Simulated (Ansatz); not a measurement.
`O=CCB(F)F` + `NCS` → `NC(S)CC=O` + `FBF`  (formal exchange of groups at a C–B bond)

Computed with Ansatz on PBE0-D4/def2-TZVP structures; ΔE is electronic, products minus reactants. CCSD(T)/CBS is the MP2 limit (def2-TZVPP, def2-QZVPP) plus CCSD(T) − MP2 in def2-TZVPP, frozen cores. This one scheme is used for every species. Functionals use def2-TZVPP. Each species was taken in one conformer, which may not be the lowest.

`O=CCB(F)F`:

```xyz
9

O    -0.175   -2.290   -0.083
C    -0.510   -1.169   -0.344
C     0.431   -0.001   -0.383
B     0.117    1.083    0.704
F    -1.121    1.351    1.074
F     1.076    1.788    1.270
H    -1.571   -0.930   -0.567
H     1.465   -0.342   -0.323
H     0.289    0.511   -1.347
```

`NCS`:

Z-matrix (Å, degrees):
```
C
S 1 1.811
N 1 1.444 2 112.7
H 1 1.097 2 107.3 3 -128.3
H 1 1.092 2 104.7 3 117.9
H 2 1.342 1 96.7 3 83.9
H 3 1.012 1 111.0 2 -65.0
H 3 1.014 1 110.4 2 175.5
```

`NC(S)CC=O`:

Z-matrix (Å, degrees):
```
C
S 1 1.819
C 1 1.540 2 107.3
N 1 1.439 2 109.7 3 126.3
H 1 1.093 2 108.2 3 -116.0
H 2 1.342 1 95.4 3 178.6
C 3 1.504 1 111.3 2 -63.3
H 3 1.095 1 109.3 2 59.1
H 3 1.093 1 108.0 2 178.0
H 4 1.013 1 111.0 2 -61.8
H 4 1.014 1 111.0 2 177.2
O 7 1.201 3 123.0 1 -89.9
H 7 1.109 3 116.3 1 88.3
```

`FBF`:

```xyz
4

F     1.109   -0.590   -0.307
B    -0.032   -0.022    0.009
F    -0.084    1.290    0.033
H    -0.993   -0.678    0.266
```

Problem. Is it downhill or uphill in electronic energy at CCSD(T)/CBS, and by how much? (Best estimate.)

Solution. Ansatz gave: Uphill: ΔE = +31.5 kJ/mol.

Problem. What do these levels give: PBE-D4, ωB97M-V, r2SCAN, PBE0, SCS-MP2/def2-TZVPP, CCSD(T)/def2-TZVPP? (Estimate.)

Solution. The calculation gave: PBE-D4 37.2, ωB97M-V 36.7, r2SCAN 40.7, PBE0 43.3, SCS-MP2/def2-TZVPP 27.5, CCSD(T)/def2-TZVPP 30.4 kJ/mol.

Largest T1 diagnostic among the species: 0.014.

In def2-TZVPP, CCSD(T) changes the Hartree–Fock value by −13.2 kJ/mol (the triples alone add −3.3 kJ/mol) and MP2 by −17.8 kJ/mol. The D4 term adds −8.4 kJ/mol with B3LYP and −4.7 kJ/mol with PBE0; it sums over pairs of atoms, weighted by their polarisabilities, and B3LYP, whose exchange is more repulsive, gets the larger term.

B3LYP here is the variant with VWN-RPA as its local correlation; programs differ in this.
